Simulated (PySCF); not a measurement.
C₃H₇Te, SMILES CC(C)[Te], doublet, PBE0/def2-SVP optimised geometry.

```
11

C     -1.39     0.49    -0.02
C      0.13     0.47     0.00
C      0.71    -0.93     0.00
Te     0.86     1.57     1.75
H     -1.81    -0.04     0.86
H     -1.76    -0.02    -0.92
H     -1.80     1.51    -0.03
H      0.52     1.04    -0.86
H      0.36    -1.51     0.87
H      0.38    -1.47    -0.91
H      1.81    -0.93     0.00
```

Density from unrestricted PBE0/def2-TZVP, def2 effective core potentials past Kr (PySCF 2.14.0) at that geometry. The core electrons that the potentials of Te replace are not part of the density.

Minimum of the electron density along straight lines between bonded atoms, close to the bond critical point (lines longer than 1.1 times the sum of covalent radii, or with two minima, are not listed):

```json
[
 {"bond": "C1–C2", "length / Å": "1.519", "ρ at the minimum / e bohr⁻³": "0.249", "∇²ρ there / e bohr⁻⁵": "-0.62", "position (fraction from the first atom)": "0.49"},
 {"bond": "C2–C3", "length / Å": "1.519", "ρ at the minimum / e bohr⁻³": "0.249", "∇²ρ there / e bohr⁻⁵": "-0.62", "position (fraction from the first atom)": "0.51"},
 {"bond": "C2–Te4", "length / Å": "2.194", "ρ at the minimum / e bohr⁻³": "0.110", "∇²ρ there / e bohr⁻⁵": "-0.03", "position (fraction from the first atom)": "0.48"},
 {"bond": "C1–H5", "length / Å": "1.101", "ρ at the minimum / e bohr⁻³": "0.272", "∇²ρ there / e bohr⁻⁵": "-0.92", "position (fraction from the first atom)": "0.64"},
 {"bond": "C1–H6", "length / Å": "1.105", "ρ at the minimum / e bohr⁻³": "0.269", "∇²ρ there / e bohr⁻⁵": "-0.89", "position (fraction from the first atom)": "0.64"},
 {"bond": "C1–H7", "length / Å": "1.101", "ρ at the minimum / e bohr⁻³": "0.272", "∇²ρ there / e bohr⁻⁵": "-0.92", "position (fraction from the first atom)": "0.64"},
 {"bond": "C2–H8", "length / Å": "1.100", "ρ at the minimum / e bohr⁻³": "0.278", "∇²ρ there / e bohr⁻⁵": "-0.95", "position (fraction from the first atom)": "0.65"},
 {"bond": "C3–H9", "length / Å": "1.101", "ρ at the minimum / e bohr⁻³": "0.272", "∇²ρ there / e bohr⁻⁵": "-0.92", "position (fraction from the first atom)": "0.64"},
 {"bond": "C3–H10", "length / Å": "1.105", "ρ at the minimum / e bohr⁻³": "0.269", "∇²ρ there / e bohr⁻⁵": "-0.89", "position (fraction from the first atom)": "0.64"},
 {"bond": "C3–H11", "length / Å": "1.101", "ρ at the minimum / e bohr⁻³": "0.272", "∇²ρ there / e bohr⁻⁵": "-0.92", "position (fraction from the first atom)": "0.64"}
]
```
